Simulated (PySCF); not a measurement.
Input for PySCF: D3(BJ) and D4 dispersion corrections on stibine (SMILES [SbH3]).

```python
from pyscf import gto
from pyscf.dispersion import dftd3, dftd4

mol = gto.M(
    atom='''
    Sb    0.22394888    0.32125395   -0.13390027
    H     0.59055616   -0.92334056   -1.25541558
    H    -1.02003560   -0.62812732    0.56695652
    H     1.37319886   -0.29508383    0.97941779
    ''',
    basis='def2-svp',
    charge=0, spin=0, verbose=0, max_memory=1800)
d3, d4 = {}, {}
for xc in ['hf', 'pbe', 'blyp', 'revpbe', 'tpss', 'r2scan', 'b3lyp', 'pbe0', 'bhlyp', 'camb3lyp', 'b2plyp']:
    d3[xc] = float(dftd3.DFTD3Dispersion(mol, xc=xc, version='d3bj', atm=False).get_dispersion()['energy'])
    print(f'D3(BJ) {xc:10s} {d3[xc]:14.8f} Eh')
for xc in ['hf', 'pbe', 'blyp', 'revpbe', 'tpss', 'r2scan', 'b3lyp', 'pbe0', 'bhlyp', 'camb3lyp', 'b2plyp']:
    d4[xc] = float(dftd4.DFTD4Dispersion(mol, xc={'camb3lyp': 'cam-b3lyp'}.get(xc, xc), atm=True).get_dispersion()['energy'])
    print(f'D4     {xc:10s} {d4[xc]:14.8f} Eh')
```

The log:

```
D3(BJ) hf            -0.01802030 Eh
D3(BJ) pbe           -0.00162802 Eh
D3(BJ) blyp          -0.00370444 Eh
D3(BJ) revpbe        -0.00419288 Eh
D3(BJ) tpss          -0.00206528 Eh
D3(BJ) r2scan        -0.00039849 Eh
D3(BJ) b3lyp         -0.00304887 Eh
D3(BJ) pbe0          -0.00140420 Eh
D3(BJ) bhlyp         -0.00252570 Eh
D3(BJ) camb3lyp      -0.00129136 Eh
D3(BJ) b2plyp        -0.00145649 Eh
D4     hf            -0.00615207 Eh
D4     pbe           -0.00153758 Eh
D4     blyp          -0.00353344 Eh
D4     revpbe        -0.00506348 Eh
D4     tpss          -0.00208229 Eh
D4     r2scan        -0.00032762 Eh
D4     b3lyp         -0.00252984 Eh
D4     pbe0          -0.00126197 Eh
D4     bhlyp         -0.00191478 Eh
D4     camb3lyp      -0.00126721 Eh
D4     b2plyp        -0.00104843 Eh
```

The run finished.

Cost: roughly 0.03 core-seconds.
